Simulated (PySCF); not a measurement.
# Magnesium: highly charged ions in a basis for the neutral atom

Mg⁵⁺ [He] 2s2 2p3, Mg⁶⁺ [He] 2s2 2p2. Computed with PySCF 2.14 in x2c-TZVPall (5s4p3d, 32 functions), with scalar relativity by spin-free X2C-1e. No spin-orbit coupling, so a gap to NIST mixes the basis error with missing relativistic terms.

Changed run: basis of the neutral atom used for a highly charged ion. This setting is unsound on purpose.

```json
{"species": "Mg⁵⁺", "method": "UHF", "sound run (hartree)": "not run", "changed run (hartree)": "-187.09696", "converged": "yes"}
{"species": "Mg⁵⁺", "method": "PBE0", "sound run (hartree)": "not run", "changed run (hartree)": "-187.20447", "converged": "yes"}
{"species": "Mg⁵⁺", "method": "B3LYP", "sound run (hartree)": "not run", "changed run (hartree)": "-187.28446", "converged": "yes"}
{"species": "Mg⁶⁺", "method": "UHF", "sound run (hartree)": "not run", "changed run (hartree)": "-180.18921", "converged": "yes"}
{"species": "Mg⁶⁺", "method": "PBE0", "sound run (hartree)": "not run", "changed run (hartree)": "-180.27830", "converged": "yes"}
{"species": "Mg⁶⁺", "method": "B3LYP", "sound run (hartree)": "not run", "changed run (hartree)": "-180.35486", "converged": "yes"}
```

Ionisation energy of Mg⁵⁺:

| method | changed run (eV) | NIST (eV) |
| --- | --- | --- |
| UHF | 187.97 | 186.76 ± 0.06 |
| PBE0 | 188.47 | 186.76 ± 0.06 |
| B3LYP | 188.56 | 186.76 ± 0.06 |

The contracted functions were made for the neutral atom and can be too rigid for a highly charged ion.
